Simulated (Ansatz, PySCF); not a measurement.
Gas-phase reaction (SMILES): C[Si](O)(O)O [trihydroxy(methyl)silane] + O (H2O) → O[Si](O)(O)O [silicic acid] + C (CH4); water cleaves one Si-C bond, a model of a ligand-exchange step.

Structures are relaxed separately at B3LYP-D3(BJ)/def2-TZVP in Ansatz (a program for electronic structure), one conformer each, not searched for the lowest. Valence correlation only, unless marked. No spin-orbit coupling. Non-relativistic. CBS marks a two-point X^-3 extrapolation of the correlation energy; Hartree-Fock from the larger set. [CCSD(T)-MP2]/basis is that difference in the basis named. Thermal terms are rigid-rotor harmonic-oscillator values from B3LYP-D3(BJ) frequencies (Ansatz or PySCF) at 298.15 K and 1 atm. 1 Eh = 627.5095 kcal/mol.

```csv
species,"E, RI-MP2/CBS(aug-cc-pV(T+d)Z,aug-cc-pV(Q+d)Z)+[CCSD(T)-MP2]/aug-cc-pV(T+d)Z (Ansatz) (Eh)","E, PBE0-D4/def2-TZVPD (Ansatz + dftd4) (Eh)",H - E (Eh)
C[Si](O)(O)O,-556.44762,-556.78533,0.08835
O (H2O),-76.37791,-76.38102,0.02495
O[Si](O)(O)O,-592.40587,-592.73042,0.06559
C (CH4),-40.46129,-40.47492,0.04840
```

### Question
Work out ΔE and ΔH at 298.15 K at the first level, then ΔH at the second.

### Answer

1. ΔE = [(-592.40587) + (-40.46129)] - [(-556.44762) + (-76.37791)] = -0.04163 Eh = -26.1 kcal/mol at RI-MP2/CBS(aug-cc-pV(T+d)Z,aug-cc-pV(Q+d)Z)+[CCSD(T)-MP2]/aug-cc-pV(T+d)Z.
2. The terms H - E add up to 0.00069 Eh, so ΔH = (-0.04163 + (0.00069))×627.5095 = -25.7 kcal/mol.
3. At PBE0-D4/def2-TZVPD the same steps give ΔE = -24.5 and ΔH = -24.0 kcal/mol, a shift of +1.7 from the first level.
4. These values are not checked against measurement here, since the tables used lack a sound gas-phase enthalpy of formation for at least one species.
